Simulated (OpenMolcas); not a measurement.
Pt2+ (d8) on a cation site of an ionic host was computed by SS-CASPT2, IPEA 0.5 Eh, imaginary shift 0.1 Eh with the d shell active (OpenMolcas, ANO-RCC-VTZP on the metal). Its lowest spin-free states, and all those of the highest spin:

```json
{"2S+1": "3", "Degeneracy": "1", "E (cm-1)": "0"}
{"2S+1": "1", "Degeneracy": "2", "E (cm-1)": "8360"}
{"2S+1": "1", "Degeneracy": "1", "E (cm-1)": "17110"}
{"2S+1": "3", "Degeneracy": "3", "E (cm-1)": "20040"}
{"2S+1": "3", "Degeneracy": "3", "E (cm-1)": "26410"}
{"2S+1": "1", "Degeneracy": "3", "E (cm-1)": "28920"}
{"2S+1": "1", "Degeneracy": "3", "E (cm-1)": "31550"}
{"2S+1": "3", "Degeneracy": "3", "E (cm-1)": "42260"}
{"2S+1": "1", "Degeneracy": "2", "E (cm-1)": "50550"}
{"2S+1": "1", "Degeneracy": "3", "E (cm-1)": "50600"}
{"2S+1": "1", "Degeneracy": "1", "E (cm-1)": "66100"}
```

**Question.** Is the site octahedral, tetrahedral or cube-like, axial, or of lower symmetry?

**Answer.** The states with 2S+1 = 3 have orbital degeneracies 1, 3, 3, 3. Threefold states need a cubic site. For d8 at this spin an octahedron puts the single A2 below the threefold T2 and a tetrahedron or cube puts the threefold T1 below the threefold T2, so the site is octahedral. The first gap at this spin, 20000 cm-1, is |10Dq| in ligand-field theory. The run had Pt2+ with its 6 nearest fluoride ions at 2.11 Å, on the Cd site of idealised cubic KCdF3 (a = 4.302 Å, distance in the model lattice 2.151 Å). The rest of the host is ab initio model potentials to 7.6 Å, with orthogonalisation functions on the cations behind the ligands, and point charges beyond; the distance is set by hand and nothing relaxes. Ligand basis ANO-RCC-VDZP.

Roots that are degenerate in the reference are averaged as groups; the widest CASPT2 spread within a group is 120 cm-1 (the 3-fold group of multiplicity 3 near 20000 cm-1 above the lowest state of its run). Shifts and gaps below about the spread of the groups concerned are not significant. Over all roots computed the reference weight is 0.71 to 0.72; a low but even weight reflects the number of correlated electrons. Real 4d8 and 5d8 ions are as a rule square planar and diamagnetic. Ligand-to-metal charge-transfer states are missing. With no ligand orbital active B as a rule stays too high, so bands that hang on it stand too high and its fall with covalency is understated. With one d shell and no ligand orbital active, 10Dq can be off by a tenth or more. No measured value stands beside these numbers; the geometry was set by hand and not optimised.
